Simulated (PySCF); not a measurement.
Compound: C₂H₉NSi₃.
Cartesian coordinates in Å at the GFN2-xTB level; atoms count from 1:
```
atom  x, y, z in Å
C1     3.3964    0.1809    1.7346
C2     2.4925   -0.3911    1.1838
Si3    1.0477   -1.1997    0.3503
Si4   -0.7222    0.2851    0.1311
N5    -0.0530    1.6137   -0.7578
Si6   -2.5808   -0.3927   -1.0641
H7     4.1995    0.6637    2.2147
H8     1.5811   -1.7187   -0.9183
H9     0.7211   -2.3669    1.1855
H10   -1.1500    0.7083    1.4946
H11   -0.6563    2.3567   -1.0722
H12    0.8317    2.0021   -0.4719
H13   -3.5901    0.6542   -1.2640
H14   -2.2620   -0.8983   -2.4021
H15   -3.2600   -1.4892   -0.3662
```

PySCF closed-shell single points with density fitting, gas phase. The input was altered on purpose; the results of an altered input aren't properties of the species above.

Problem. What comes out at PBE0/pcSseg-0 with: at most 91 cycles, charge set to +2?

Solution. E = -1002.0380 Eh; HOMO -17.72 eV, LUMO -16.61 eV (gap 1.11 eV), in 17 cycles. The system has 68 electrons in place of 70.

The SCF part of the output:
```
final grid: 117536 points
cycle   1  E = -1001.8881473560  dE =  1.224e+00  |g| = 5.240e-01  |ddm| = 3.934e+00
cycle   2  E = -1001.0715539179  dE =  8.166e-01  |g| = 1.411e+00  |ddm| = 2.972e+00
cycle   3  E = -1001.7124559239  dE = -6.409e-01  |g| = 6.729e-01  |ddm| = 2.141e+00
cycle   4  E = -1002.0069552726  dE = -2.945e-01  |g| = 2.756e-01  |ddm| = 1.505e+00
cycle   5  E = -1002.0221920139  dE = -1.524e-02  |g| = 2.105e-01  |ddm| = 4.896e-01
cycle   6  E = -1002.0367476233  dE = -1.456e-02  |g| = 5.430e-02  |ddm| = 3.034e-01
cycle   7  E = -1002.0377312756  dE = -9.837e-04  |g| = 2.287e-02  |ddm| = 1.132e-01
cycle   8  E = -1002.0379388171  dE = -2.075e-04  |g| = 7.227e-03  |ddm| = 3.706e-02
cycle   9  E = -1002.0379670936  dE = -2.828e-05  |g| = 3.624e-03  |ddm| = 1.651e-02
cycle  10  E = -1002.0379833377  dE = -1.624e-05  |g| = 1.385e-03  |ddm| = 1.019e-02
cycle  11  E = -1002.0380028358  dE = -1.950e-05  |g| = 9.174e-04  |ddm| = 1.960e-02
cycle  12  E = -1002.0380177790  dE = -1.494e-05  |g| = 4.993e-04  |ddm| = 2.720e-02
cycle  13  E = -1002.0380199428  dE = -2.164e-06  |g| = 2.693e-04  |ddm| = 1.170e-02
cycle  14  E = -1002.0380200751  dE = -1.323e-07  |g| = 2.431e-04  |ddm| = 3.269e-03
cycle  15  E = -1002.0380201067  dE = -3.157e-08  |g| = 2.846e-05  |ddm| = 8.421e-04
cycle  16  E = -1002.0380201080  dE = -1.238e-09  |g| = 3.415e-05  |ddm| = 2.709e-04
cycle  17  E = -1002.0380201084  dE = -4.084e-10  |g| = 1.416e-05  |ddm| = 5.544e-05
converged SCF energy = -1002.0380201084
```

Problem. What comes out at PBE0/pcSseg-1 with: at most 88 cycles, charge set to +4?

Solution. E = -1001.7353 Eh; HOMO -27.48 eV, LUMO -26.29 eV (gap 1.19 eV), in 39 cycles. The system has 66 electrons in place of 70.
